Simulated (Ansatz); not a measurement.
Ideal-gas functions of ClHO2SW (`[O]=[W]([OH])(=[S])[Cl]`) at 600 K and 1 bar, from an Ansatz frequency run at PBE0-D4/def2-TZVP.

Molar mass 284.37 g/mol, point group C1 (symmetry number 1), electronic degeneracy 1, moments of inertia 203.844, 290.522, 354.331 u Å². Harmonic wavenumbers (cm⁻¹, unscaled): 144, 159, 199, 252, 279, 333, 420, 565, 624, 749, 1042, 3884.

Use S(trans) = R[1.5 ln M + 2.5 ln T − 1.1517]; rotational temperatures θ = 24.2544 K / I; S(rot) = R[ln(√π/σ · √(T³/θAθBθC)) + 1.5]; for each mode x = 1.438777 ν̃/T, S = R[x/(eˣ − 1) − ln(1 − e⁻ˣ)] and H = RT x/(eˣ − 1); 1 cm⁻¹ = 0.0119627 kJ/mol; R = 8.31446 J/(mol·K).

By hand: the entropy, in J/(mol·K).

Translation 193.9. Rotation: θ = 0.119, 0.0835, 0.0685 K, giving 127.3. Vibration, mode by mode: 17.20, 16.38, 14.54, 12.63, 11.81, 10.40, 8.60, 6.40, 5.70, 4.48, 2.57, 0.01, in all 110.7. Electronic 0.0. Sum 431.9 J/(mol·K).

By hand: H − E and G − E in kJ/mol, counted from the electronic energy.

Zero-point energy ½ × 8650 × 0.0119627 = 51.7; thermal vibration 32.9; translation, rotation and pV give 4 RT = 20.0. H − E = 104.6 kJ/mol, and G − E = 104.6 − 600 × 431.9/1000 = -154.5 kJ/mol.

Vibration gives 26 % of the entropy, 17.2 J/(mol·K) of it from the mode under 150 cm⁻¹: soft modes count most, and the harmonic formula is weakest for them. The sum counts one conformer and one mirror image; others add a mixing term.
